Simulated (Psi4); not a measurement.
cyclotrisilazane (H₉N₃Si₃), singlet, geometry from GFN2-xTB; Psi4 1.11 with PW6B95/STO-3G.

Here is a job for Psi4.
```
memory 2 GB

molecule mol {
0 1
  Si    1.680548   -0.424967   -0.525960
  N     0.502902   -1.528326    0.083771
  Si   -1.175621   -1.310262    0.417014
  N    -1.460436    0.384865    0.562605
  Si   -0.548396    1.723693   -0.030265
  N     1.060958    1.171053   -0.314183
  H     1.940001   -0.689110   -1.953842
  H     2.911939   -0.563009    0.264480
  H     0.816665   -2.482004    0.137400
  H    -1.992763   -1.882461   -0.669625
  H    -1.490307   -1.949024    1.702318
  H    -2.367973    0.625472    0.922028
  H    -0.516099    2.763327    1.007603
  H    -1.139888    2.242990   -1.277816
  H     1.723030    1.902186   -0.508936
}

set basis sto-3g
set reference rks

energy('pw6b95')
print_variables()
```

It wrote (shortened):

```
   => Loading Basis Set <=

    Name: STO-3G
    Role: ORBITAL
    Keyword: BASIS

         ---------------------------------------------------------
                                   SCF
               by Justin Turney, Rob Parrish, Andy Simmonett
                          and Daniel G. A. Smith
                              RKS Reference
         ---------------------------------------------------------

  ==> Geometry <==

    Molecular point group: c1
    Full point group: C1

    Geometry (in Angstrom), charge = 0, multiplicity = 1:

       Center              X                  Y                   Z               Mass
    ------------   -----------------  -----------------  -----------------  -----------------
         SI           1.679690088953    -0.425202170460    -0.528757502295    27.976926534650
         N            0.502044088953    -1.528561170460     0.080973497705    14.003074004430
         SI          -1.176478911047    -1.310497170460     0.414216497705    27.976926534650
         N           -1.461293911047     0.384629829540     0.559807497705    14.003074004430
         SI          -0.549253911047     1.723457829540    -0.033062502295    27.976926534650
         N            1.060100088953     1.170817829540    -0.316980502295    14.003074004430
         H            1.939143088953    -0.689345170460    -1.956639502295     1.007825032230
         H            2.911081088953    -0.563244170460     0.261682497705     1.007825032230
         H            0.815807088953    -2.482239170460     0.134602497705     1.007825032230
         H           -1.993620911047    -1.882696170460    -0.672422502295     1.007825032230
         H           -1.491164911047    -1.949259170460     1.699520497705     1.007825032230
         H           -2.368830911047     0.625236829540     0.919230497705     1.007825032230
         H           -0.516956911047     2.763091829540     1.004805497705     1.007825032230
         H           -1.140745911047     2.242754829540    -1.280613502295     1.007825032230
         H            1.722172088953     1.901950829540    -0.511733502295     1.007825032230

  Running in c1 symmetry.

  Rotational constants: A =      0.07250  B =      0.07233  C =      0.03780 [cm^-1]
  Rotational constants: A =   2173.55658  B =   2168.46985  C =   1133.16466 [MHz]
  Nuclear repulsion =  473.520009201055359

  Charge       = 0
  Multiplicity = 1
  Electrons    = 72
  Nalpha       = 36
  Nbeta        = 36

  ==> Algorithm <==

  SCF Algorithm Type is DF.
  DIIS enabled.
  MOM disabled.
  Fractional occupation disabled.
  Guess Type is SAD.
  Energy threshold   = 1.00e-06
  Density threshold  = 1.00e-06
  Integral threshold = 1.00e-12

  ==> Primary Basis <==

  Basis Set: STO-3G
    Blend: STO-3G
    Number of shells: 33
    Number of basis functions: 51
    Number of Cartesian functions: 51
    Spherical Harmonics?: true
    Max angular momentum: 1

  ==> DFT Potential <==

   => LibXC <=

    Version 7.1.2
    S. Lehtola, C. Steigemann, M. J. T. Oliveira, and M. A. L. Marques,  SoftwareX 7, 1–5 (2018) (10.1016/j.softx.2017.11.002)

   => Composite Functional: PW6B95 <=

    PW6B95 Hybrid Meta-GGA XC Functional

    Y. Zhao and D. Truhlar, J. Phys. Chem. A., 109,5656-5667, 2005

    Deriv               =              1
    GGA                 =           TRUE
    Meta                =           TRUE

    Exchange Hybrid     =           TRUE
    MP2 Hybrid          =          FALSE

   => Exchange Functionals <=

    0.7200   XC_GGA_X_MPW91

   => Exact (HF) Exchange <=

    0.2800               HF

   => Correlation Functionals <=

    1.0000   XC_MGGA_C_BC95

   => LibXC Density Thresholds  <==

    XC_MGGA_C_BC95:  1.00E-14
    XC_GGA_X_MPW91:  1.00E-15

   => Molecular Quadrature <=

    Radial Scheme          =       TREUTLER
    Pruning Scheme         =           NONE
    Nuclear Scheme         =       TREUTLER

    Blocking Scheme        =         OCTREE
[...]

   => Loading Basis Set <=

    Name: (STO-3G AUX)
    Role: JKFIT
    Keyword: DF_BASIS_SCF

  ==> Integral Setup <==

  SCF_SUBTYPE=INCORE selected. In-core MEM_DF algorithm will be used.
  Using in-core AOs.

  ==> MemDFJK: Density-Fitted J/K Matrices <==

    J tasked:                   Yes
    K tasked:                   Yes
    wK tasked:                   No
    Algorithm:                 Core
    Schwarz Cutoff:           1E-12
    Mask sparsity (%):       7.4587
    Fitting Condition:        1E-10

   => Auxiliary Basis Set <=

  Basis Set: (STO-3G AUX)
    Blend: DEF2-UNIVERSAL-JKFIT
    Number of shells: 243
    Number of basis functions: 777
    Number of Cartesian functions: 924
    Spherical Harmonics?: true
    Max angular momentum: 4

  Minimum eigenvalue in the overlap matrix is 2.6694400076E-01.
  Reciprocal condition number of the overlap matrix is 1.1869155224E-01.
    Using symmetric orthogonalization.

  ==> Pre-Iterations <==

  SCF Guess: Superposition of Atomic Densities via on-the-fly atomic UHF (no occupation information).

   -------------------------
    Irrep   Nso     Nmo
   -------------------------
     A         51      51
   -------------------------
    Total      51      51
   -------------------------

  ==> Iterations <==

                           Total Energy        Delta E     RMS |[F,P]|

   @DF-RKS iter SAD: -1023.81287973963822   -1.02381e+03   0.00000e+00
   @DF-RKS iter   1: -1026.81959870605806   -3.00672e+00   9.59892e-03 ADIIS/DIIS
   @DF-RKS iter   2: -1026.86254724376977   -4.29485e-02   8.58471e-03 ADIIS/DIIS
   @DF-RKS iter   3: -1026.97610643640883   -1.13559e-01   8.46530e-04 ADIIS/DIIS
   @DF-RKS iter   4: -1026.97749300292844   -1.38657e-03   7.99019e-05 DIIS
   @DF-RKS iter   5: -1026.97750558072630   -1.25778e-05   6.19628e-06 DIIS
   @DF-RKS iter   6: -1026.97750568144056   -1.00714e-07   1.59130e-06 DIIS
   @DF-RKS iter   7: -1026.97750568639685   -4.95629e-09   5.82938e-07 DIIS
  Energy and wave function converged.

  ==> Post-Iterations <==

   Electrons on quadrature grid:
      Ntotal   =   71.9999439672 ; deviation = -5.603e-05

    Orbital Energies [Eh]
    ---------------------

    Doubly Occupied:

[...]
    Virtual:

[...]
    Final Occupation by Irrep:
              A
    DOCC [    36 ]
    NA   [    36 ]
    NB   [    36 ]

  @DF-RKS Final Energy: -1026.97750568639685

   => Energetics <=

    Nuclear Repulsion Energy =            473.5200092010553590
    One-Electron Energy =               -2367.1084657230785524
    Two-Electron Energy =                 931.2518008473706459
    DFT Exchange-Correlation Energy =     -64.6408500117443907
    Empirical Dispersion Energy =           0.0000000000000000
    VV10 Nonlocal Energy =                  0.0000000000000000
    Total Energy =                      -1026.9775056863968530

Computation Completed

Properties will be evaluated at   0.000000,   0.000000,   0.000000 [a0]

Properties computed using the SCF density matrix

 Multipole Moments:

 ------------------------------------------------------------------------------------
     Multipole            Electronic (a.u.)      Nuclear  (a.u.)        Total (a.u.)
 ------------------------------------------------------------------------------------

 L = 1.  Multiply by 2.5417464519 to convert [e a0] to [Debye]
 Dipole X            :          0.0727463           -0.1167144           -0.0439681
 Dipole Y            :          0.0231104           -0.0319841           -0.0088737
 Dipole Z            :          0.2587593           -0.3806157           -0.1218564
 Magnitude           :                                                    0.1298496

 ------------------------------------------------------------------------------------

  Variable Map:
  ----------------------------------------------------------------------------
[...]
  Array Variable Map:
  ----------------------------------------------------------------------------
[...]
[...]
```
